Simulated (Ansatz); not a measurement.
`[SiH3][O][Ga]([Br])[Br]` and `[SiH3][O][GaH][Br]` differ in one atom or group.

Ansatz, PBE0-D4/def2-TZVP geometries, multiplicity 1. Each molecule was computed in one conformer, which needn't be the lowest.

Scalar relativity is left out up to krypton.

```tsv
property	`[SiH3][O][Ga]([Br])[Br]`
HOMO–LUMO gap (PBE0/def2-TZVPP) / eV	6.88
LUMO energy (B3LYP/def2-TZVPP) / eV	-2.22
LUMO energy (ωB97M-V/def2-TZVPP) / eV	-0.03
size of the dipole moment (B3LYP/def2-TZVPP) / D	0.31
HOMO energy (ωB97M-V/def2-TZVPP) / eV	-11.01
LUMO energy (PBE0/def2-TZVPP) / eV	-1.91
```

Q: What does the change do to each property? (Best estimate.)

A: Ansatz gave: 
```csv
property,`[SiH3][O][GaH][Br]`,shift
HOMO–LUMO gap (PBE0/def2-TZVPP) / eV,7.11,0.23
LUMO energy (B3LYP/def2-TZVPP) / eV,-1.73,0.49
LUMO energy (ωB97M-V/def2-TZVPP) / eV,0.24,0.27
size of the dipole moment (B3LYP/def2-TZVPP) / D,1.31,1.00
HOMO energy (ωB97M-V/def2-TZVPP) / eV,-10.81,0.20
LUMO energy (PBE0/def2-TZVPP) / eV,-1.46,0.45
```

With PBE0 the HOMO rises by 0.22 eV and the LUMO rises by 0.45 eV, so the gap widens by about 0.23 eV. PBE moves the HOMO by 0.23 eV and ωB97M-V by 0.20 eV. Dipoles are sizes alone; their direction can turn.

B3LYP here is the variant with VWN-RPA as its local correlation; programs differ in this.

Spin–orbit coupling is left out; it splits and shifts lone-pair levels of the heavy atoms by tenths of an eV.
